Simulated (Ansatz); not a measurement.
(MgS)4 ring (Mg4S4), 8 atoms. Hardware: 4 threads of Arm Neoverse V2 on a shared host.

Correlated methods freeze 24 core orbitals; core or outer-core shells of Mg are correlated, in sets that lack core-valence functions.

**Question.** How many basis functions does each of these Ansatz runs have, and roughly what does it cost? PBE-D4/def2-TZVP, charge 0 singlet, energy and forces, from earlier orbitals; PBE-D4/def2-SVP, charge 0 singlet, energy, from earlier orbitals; LC-ωPBE/def2-TZVP, charge 0 singlet, energy, from earlier orbitals; HF/STO-3G, charge 0 singlet, energy; ωB97M-V/def2-TZVP, charge 0 singlet, energy, from earlier orbitals; r2SCAN-D4/def2-TZVP, charge 0 singlet, energy, from earlier orbitals; r2SCAN0-D4/def2-TZVP, charge 0 singlet, energy, from earlier orbitals; PBE0-D4/def2-SVP, charge 0 singlet, relaxation, 3 steps; MP2/def2-TZVP, charge 0 singlet, energy, from earlier orbitals; PBE0-D4/def2-TZVP, charge 0 singlet, energy, from earlier orbitals; CCSD(T)/def2-SVP, charge 0 singlet, energy, from earlier orbitals; PBE0-D4/def2-SVP, charge 0 singlet, energy, from earlier orbitals.

**Answer.** Other jobs shared the machine, so times can vary by a factor of up to 3. A dash marks memory too small to be measured apart from the calling script's.

```
                                                                         run  functions  fitting or Cholesky vectors  wall time  peak host memory (GiB)
                                         HF/STO-3G, charge 0 singlet, energy         72                          720     0.35 s                       –
            PBE-D4/def2-SVP, charge 0 singlet, energy, from earlier orbitals        144                         1536      2.6 s                       –
           PBE0-D4/def2-SVP, charge 0 singlet, energy, from earlier orbitals        144                         1208      3.9 s                       –
PBE-D4/def2-TZVP, charge 0 singlet, energy and forces, from earlier orbitals        276                         2196      5.5 s                     0.6
          LC-ωPBE/def2-TZVP, charge 0 singlet, energy, from earlier orbitals        276                         2196        7 s                    0.92
              MP2/def2-TZVP, charge 0 singlet, energy, from earlier orbitals        276                         1996        8 s                     0.9
                     PBE0-D4/def2-SVP, charge 0 singlet, relaxation, 3 steps        144                         1268      8.5 s                       –
          PBE0-D4/def2-TZVP, charge 0 singlet, energy, from earlier orbitals        276                         2236      9.5 s                     1.5
        r2SCAN-D4/def2-TZVP, charge 0 singlet, energy, from earlier orbitals        276                         2196       12 s                    0.65
       r2SCAN0-D4/def2-TZVP, charge 0 singlet, energy, from earlier orbitals        276                         2236       16 s                     1.5
          ωB97M-V/def2-TZVP, charge 0 singlet, energy, from earlier orbitals        276                         2208       25 s                     1.5
           CCSD(T)/def2-SVP, charge 0 singlet, energy, from earlier orbitals        144                         1208       44 s                     1.2
```
